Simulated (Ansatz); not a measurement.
Reaction (atomization): `[F][SnH]([Cl])[GeH3]` → Cl• + F• + Ge• + 4 H• + Sn•

Calculated with Ansatz (gas phase, PBE0-D4/def2-TZVP geometries, no zero-point term in ΔE). CCSD(T)/CBS is the MP2 limit (def2-TZVPP, def2-QZVPP) plus CCSD(T) − MP2 in def2-TZVPP, frozen cores. This one scheme is used for every species, atoms too. Functionals use def2-TZVPP. Open shells (•) are unrestricted, without spin–orbit coupling. Spin–orbit coupling would lower the free atoms: a little for Cl, F; clearly for Ge; strongly for Sn. Elements past krypton have def2 core potentials. For Ge, Sn outer-core shells are correlated without core-valence functions, so the limit isn't a true one: a few kJ/mol of doubt a bond, and 10 to 20 or more in all where bonds break to atoms. Scalar relativity is left out up to krypton.

CCSD(T)/CBS gives +2169.6 kJ/mol.

Question: Another level gave +2102.8 kJ/mol. Which?
A. LC-ωPBE/def2-TZVPP
B. r2SCAN-D4/def2-TZVPP
C. BLYP-D4/def2-TZVPP
D. CCSD(T)/def2-TZVPP

Answer: C. BLYP-D4 2102.8, r2SCAN-D4 2146.4, CCSD(T)/def2-TZVPP 2098.1, LC-ωPBE 2109.0 kJ/mol.

Largest T1 diagnostic among the species: 0.013.

From PBE to PBE0 (25 % exact exchange), in def2-TZVPP and without D4, ΔE moves by −29.5 kJ/mol: exact exchange takes away binding that semilocal exchange gives to molecules. At CCSD(T), def2-SVP lies −202.8 kJ/mol from the extrapolated value and def2-TZVPP −71.5 kJ/mol: correlation converges slowly with the basis, and small sets miss more of it in the bonded molecule than in its fragments.

For atomizations the MP2-based limit and the directly extrapolated one differ by several kJ/mol either way, and by 10 to 25 for some Ge, Se and Sn compounds, so smaller differences from it don't rank the levels.
